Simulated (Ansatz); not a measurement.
Species: trichloro(methoxy)germane, CH₃Cl₃GeO, net charge 0, singlet state. SMILES: C[O][Ge]([Cl])([Cl])[Cl]
Structure (B3LYP-D3(BJ)/def2-TZVP (Ansatz, a quantum-chemistry and plane-wave program) minimum search):
```
O
C 1 1.4314
H 2 1.0887 1 106.51
H 2 1.0925 3 109.12 1 -120.23
H 2 1.0925 3 109.12 4 -119.54
Ge 1 1.7521 2 119.99 3 180.00
Cl 6 2.1257 1 106.67 2 180.00
Cl 6 2.1453 1 110.54 2 -59.81
Cl 6 2.1453 1 110.54 2 59.81
```
Charge 0, spin multiplicity 1.

Wanted: vertical ionisation energy (to the doublet state of charge +1; each state is the SCF solution reached for its spin), in eV. Valence correlation only, unless marked. UHF or UKS for open shells. No spin-orbit coupling. Frozen are the shells of the preceding noble gas and the d and f shells that filled before the atom's block. No relativistic terms. CBS(X,Y): correlation extrapolated as X^-3; Hartree-Fock from the larger set. [CCSD(T)-MP2]/basis is that difference in the basis named.

| level | program | vertical ionisation energy (eV) |
|---|---|---|
| HF/def2-SVPD | Ansatz | 10.19 |
| HF/def2-TZVPPD | Ansatz | 10.00 |
| HF/def2-QZVPPD | Ansatz | 10.00 |
| SVWN5/def2-TZVPD | Ansatz | 10.49 |

Task: Estimate the value at RI-MP2/CBS(def2-TZVPPD,def2-QZVPPD)+[CCSD(T)-MP2]/def2-TZVPPD as computed with Ansatz.

Result: 11.39 eV
